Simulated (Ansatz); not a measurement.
Relaxation of Mg₃Se₄⁻ with UKS PBE-D4/def2-SVPD.

```sh
$ ansatz run in.yaml --threads 4 --pin off --events-out ev --progress --plain --max-ram 4787MiB
```

```yaml
crystal:
  periodic: [false, false, false]
  atoms:
    - {symbol: Mg, position_ang: [0.077280, -1.715540, -0.223720]}
    - {symbol: Mg, position_ang: [-0.628160, 0.996990, -1.286260]}
    - {symbol: Mg, position_ang: [0.957670, 0.734660, 1.261590]}
    - {symbol: Se, position_ang: [1.819010, 0.046050, -1.123960]}
    - {symbol: Se, position_ang: [-0.673770, 2.535190, 0.683230]}
    - {symbol: Se, position_ang: [0.393750, -1.490710, 2.237790]}
    - {symbol: Se, position_ang: [-1.945780, -1.106640, -1.548670]}
basis:
  gaussian: {orbitals: def2-SVPD}
total_charge: -1
magnetization: {spin_polarized: true, initial_magnetization: 1}
hamiltonian: {xc: pbe, dispersion: d4}
scf: {lower_state_search: "off"}
output: {orbitals: {seedname: orbitals}}
relax: {f_tol: 0.02, max_steps: 100}
```

Run time 69 s (4 threads of Arm Neoverse V1 on a shared host), peak host memory 0.59 GiB.

Positions (Å) and forces (eV/Å) at steps 1, 2, 3, 4, 7 of 7:

```xyz
7
step=1 energy=-277657.0694 eV
Mg    0.077   -1.716   -0.224    0.030    0.095   -0.019
Mg   -0.628    0.997   -1.286    0.204   -0.191   -0.086
Mg    0.958    0.735    1.262    0.156   -0.180   -0.168
Se    1.819    0.046   -1.124    0.049    0.177   -0.015
Se   -0.674    2.535    0.683   -0.155    0.538    0.142
Se    0.394   -1.491    2.238    0.147   -0.272    0.546
Se   -1.946   -1.107   -1.549   -0.431   -0.167   -0.401
7
step=2 energy=-277657.1348 eV
Mg    0.016   -1.618   -0.176   -0.111   -0.439    0.022
Mg   -0.628    0.943   -1.278   -0.124    0.188   -0.192
Mg    0.944    0.683    1.251    0.130    0.143    0.222
Se    1.839    0.103   -1.131   -0.215   -0.020    0.133
Se   -0.645    2.598    0.670    0.044   -0.026   -0.033
Se    0.481   -1.560    2.346    0.047    0.092   -0.226
Se   -2.008   -1.149   -1.681    0.228    0.063    0.074
7
step=3 energy=-277657.1758 eV
Mg    0.006   -1.667   -0.175   -0.081   -0.118    0.037
Mg   -0.647    0.968   -1.292   -0.024    0.034   -0.014
Mg    0.950    0.703    1.278    0.002    0.028    0.034
Se    1.794    0.089   -1.104   -0.010    0.032    0.010
Se   -0.630    2.613    0.662    0.023    0.043   -0.011
Se    0.505   -1.558    2.324    0.030   -0.008   -0.055
Se   -1.978   -1.147   -1.692    0.061   -0.012   -0.001
7
step=4 energy=-277657.1785 eV
Mg   -0.068   -1.735   -0.137    0.054    0.184   -0.012
Mg   -0.686    0.974   -1.271   -0.033   -0.069   -0.008
Mg    0.909    0.708    1.307   -0.013   -0.070    0.018
Se    1.752    0.140   -1.071    0.001   -0.046   -0.004
Se   -0.553    2.691    0.619    0.003   -0.004    0.000
Se    0.585   -1.599    2.312   -0.045    0.009   -0.061
Se   -1.939   -1.178   -1.759    0.034   -0.004    0.066
7
step=7 energy=-277657.1863 eV
Mg   -0.026   -1.701   -0.159    0.005    0.005   -0.003
Mg   -0.693    0.964   -1.274   -0.005   -0.007   -0.003
Mg    0.908    0.698    1.311    0.000   -0.008    0.005
Se    1.760    0.139   -1.076   -0.001    0.000    0.001
Se   -0.548    2.683    0.616    0.002   -0.001   -0.001
Se    0.547   -1.599    2.306   -0.001    0.005    0.000
Se   -1.949   -1.183   -1.724    0.000    0.005    0.002
```

An occupied level of the charge -1 doublet lies above an empty one (by up to 0.02 eV), so this SCF solution is probably not the lowest. The gap within one spin of the charge -1 doublet nearly closes, so an electron or hole may be smeared out by delocalisation error. The relaxation made no stability test and no search for a lower SCF solution. Another isomer (doublet) lies 0.09 eV lower at PBE0-D4/def2-SVP.
